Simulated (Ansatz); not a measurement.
V, quartet (typed; the unrestricted solution is spin-contaminated). Base run: B3LYP/def2-SV(P) (Ansatz, a program for electronic structure).

Here is a job for Ansatz.
Ansatz 0.2 input:
```yaml
crystal:
  periodic: [false, false, false]
  atoms:
    - {symbol: V, position_ang: [0.00000000, 0.00000000, 0.00000000]}
basis:
  gaussian:
    orbitals: def2-SV_P_.json
hamiltonian:
  xc: b3lyp
magnetization: {spin_polarized: true, initial_magnetization: 3}
```
The basis file holds def2-SV(P) in the JSON format of the Basis Set Exchange.

Variants of this job, named by their change:

```csv
change,basis functions,E (Eh)
base,24,-943.78507
basis = x2c-SVPall; relativity = spin-free X2C; nucleus = Gaussian,36,-949.04930
basis = Sapporo-DKH3-DZP-2012; relativity = none,43,-941.89680
basis = x2c-TZVPall; relativity = spin-free X2C,48,-949.19982
basis = Sapporo-DKH3-DZP-2012; relativity = spin-free X2C,43,-949.19199
basis = x2c-SVPall; relativity = none,36,-942.53616
basis = x2c-TZVPall; relativity = spin-free X2C; nucleus = Gaussian,48,-949.19773
basis = x2c-TZVPall; relativity = none,48,-942.46864
basis = Sapporo-DKH3-DZP-2012; relativity = spin-free X2C; nucleus = Gaussian,43,-949.18973
basis = x2c-SVPall; relativity = spin-free X2C,36,-949.05127
```

Total energies compare only within one method and basis.

Ansatz warned in this series: the basis is contracted for relativity, which the run leaves out.

Basis sets contracted for a relativistic Hamiltonian are a mismatch without it, so the rows without relativity aren't non-relativistic limits. No row has spin-orbit coupling; sets with core potentials leave out the core electrons.
